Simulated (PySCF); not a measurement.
Calcium: a sound run and one with changed settings

Sound run: Ca²⁺ [Ar], Ca³⁺ [Ne] 3s2 3p5. Calculation: PySCF 2.14, in x2c-TZVPall; scalar relativity by spin-free X2C-1e. In the sound run the correlated levels freeze [Ne] 3s2. The sound run starts from symmetry-adapted Hartree-Fock orbitals and uses a fine grid where one is needed.

Changed run: basis STO-3G, all-electron and non-relativistic. This setting is unsound on purpose.

```csv
species,method,sound run (hartree),changed run (hartree),converged
Ca²⁺,UHF,-679.01393,-669.43352,yes
Ca²⁺,B3LYP,-679.79476,-670.08928,yes
Ca²⁺,PBE0,-679.60657,-669.93477,yes
Ca²⁺,MP2,-679.14980,-669.43630,yes
Ca²⁺,CCSD(T),-679.16616,-669.43656,yes
Ca³⁺,UHF,-677.18557,-667.61380,yes
Ca³⁺,B3LYP,-677.92049,-668.22318,yes
Ca³⁺,PBE0,-677.73433,-668.07030,yes
Ca³⁺,MP2,-677.27660,-667.61460,yes
Ca³⁺,CCSD(T),-677.29346,-667.61470,yes
```

Ionisation energy of Ca²⁺:

```tsv
method	sound run (eV)	changed run (eV)
UHF	49.752	49.517
B3LYP	51.002	50.779
PBE0	50.946	50.735
MP2	50.972	49.571
SCS-MP2	50.904	49.569
CCSD	50.941	49.574
CCSD(T)	50.959	49.575
```

A minimal basis cannot let orbitals breathe on ionisation and holds almost no correlation. The Hamiltonian changed with the basis, so the totals do not compare.

For comparison, NIST gives 50.913 eV between the lowest levels.
